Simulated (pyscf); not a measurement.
**H₂N–SiH=O (SMILES N[SiH]=O), singlet**

Gas-phase minimum from PySCF at ωB97X-D3(BJ)/def2-SVP, one conformer. H₂N–SiH=O lies 5.8 kcal/mol over its isomer H₂N–Si:–OH [singlet], and others may lie lower still (electronic energy, ωB97M-D3(BJ)). 

```
Si
O 1 1.5280
N 1 1.6888 2 126.78
H 3 1.0140 1 123.53 2 -179.96
H 3 1.0147 4 113.62 1 -179.94
H 1 1.4827 2 126.28 3 179.99
```
Charge 0, spin multiplicity 1.

Properties at ωB97X-D3(BJ)/def2-SVP:

Harmonic wavenumbers, unscaled: 305, 403, 478, 637, 734, 905, 940, 1283, 1537, 2301, 3624, 3731 cm⁻¹
Zero-point energy: 24.1 kcal/mol
Rotational symmetry number: 1
Entropy of this conformer at 298 K and 1 atm, rigid rotor and harmonic oscillator, modes under 100 cm⁻¹ raised to 100: 271.9 J/(mol K)
Dipole moment: 4.86 D

Single-point totals, which compare only within one level (frozen core for MP2 and CC):

```tsv
level	total energy (hartree)
ωB97X-D3(BJ)/def2-TZVP	-421.43201
PBE/def2-TZVP	-421.09149
r²SCAN/def2-TZVP	-421.29165
B3LYP-D3(BJ)/def2-TZVP	-421.41529
PBE0-D3(BJ)/def2-TZVP	-421.11753
M06-2X/def2-TZVP	-421.31007
ωB97M-D3(BJ)/def2-TZVP	-421.45871
HF/def2-TZVPP	-420.10228
MP2/def2-TZVPP	-420.67176
CCSD/def2-TZVPP	-420.68339
CCSD(T)/def2-TZVPP	-420.70751
```

The CCSD(T) − MP2 part came from Ansatz, without density fitting, on the same reference.
